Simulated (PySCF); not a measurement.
`InChI=1S/C4H7BrO2Si/c5-8-2-1-4(8)7-3-6/h3-4,8H,1-2H2/t4-,8+/m1/s1`

Molfile (atoms numbered from 1):
```
C4H7BrO2Si
     RDKit          3D

 15 15  0  0  0  0  0  0  0  0999 V2000
    2.3098    0.7217    0.4232 O   0  0  0  0  0  0  0  0  0  0  0  0
    2.3611   -0.4477    0.1208 C   0  0  0  0  0  0  0  0  0  0  0  0
    1.4053   -1.1282   -0.4341 O   0  0  0  0  0  0  0  0  0  0  0  0
    0.2210   -0.3682   -0.7064 C   0  0  1  0  0  0  0  0  0  0  0  0
   -1.0863   -0.9993   -0.2146 C   0  0  0  0  0  0  0  0  0  0  0  0
   -1.7589    0.2693    0.3415 C   0  0  0  0  0  0  0  0  0  0  0  0
   -0.0596    1.1747    0.4078 Si  0  0  2  0  0  4  0  0  0  0  0  0
    0.0603    3.0654   -0.7272 Br  0  0  0  0  0  0  0  0  0  0  0  0
    3.2489   -1.0694    0.2975 H   0  0  0  0  0  0  0  0  0  0  0  0
    0.2096   -0.1889   -1.7854 H   0  0  0  0  0  0  0  0  0  0  0  0
   -1.6512   -1.5130   -0.9906 H   0  0  0  0  0  0  0  0  0  0  0  0
   -0.8700   -1.7100    0.5829 H   0  0  0  0  0  0  0  0  0  0  0  0
   -2.3062    0.1092    1.2667 H   0  0  0  0  0  0  0  0  0  0  0  0
   -2.4573    0.6927   -0.3786 H   0  0  0  0  0  0  0  0  0  0  0  0
    0.3691    1.3997    1.7744 H   0  0  0  0  0  0  0  0  0  0  0  0
  1  2  2  0
  2  3  1  0
  3  4  1  0
  4  5  1  0
  5  6  1  0
  6  7  1  0
  7  8  1  0
  7  4  1  0
  2  9  1  0
  4 10  1  6
  5 11  1  0
  5 12  1  0
  6 13  1  0
  6 14  1  0
  7 15  1  1
M  END
```

Method: PySCF, TDDFT LC-wPBE/def2-SVPD circular dichroism and optical rotation, one conformer, gas phase. Geometry: GFN2-xTB.

The molecule is flexible and this is one conformer; a measurement averages over conformers. The calculation is non-relativistic, which matters for the atoms heavier than Zn.

Task: Draw the ECD and absorption spectra from the lowest 12 states, each a Gaussian of half-width 0.2 eV at 1/e height.

Result: 
```
E (eV)  λ (nm)  Δε (L mol⁻¹ cm⁻¹)  ε (L mol⁻¹ cm⁻¹)
  5.54     224              -0.01             0.483
  5.69     218              -0.21              11.7
  5.84     212              -1.65              92.1
  5.99     207              -4.22               235
  6.14     202              -3.51               195
  6.29     197              -1.18              69.1
  6.44     193              -2.73               190
  6.59     188              -9.60               671
  6.74     184             -11.17               801
  6.89     180              -2.76               467
  7.04     176              +5.89               782
  7.19     173              +5.58              1200
  7.34     169              -8.00               986
  7.49     166              -8.75               757
  7.64     162             +26.59              1600
  7.79     159             +91.94              4590
  7.94     156             +61.19              6150
  8.09     153             -52.97              5270
  8.24     151             -54.77              6180
  8.39     148              -7.78              8980
```
Δε uses R in velocity form, ε uses f in length form. Only the states computed contribute, so the short-wavelength end is incomplete.
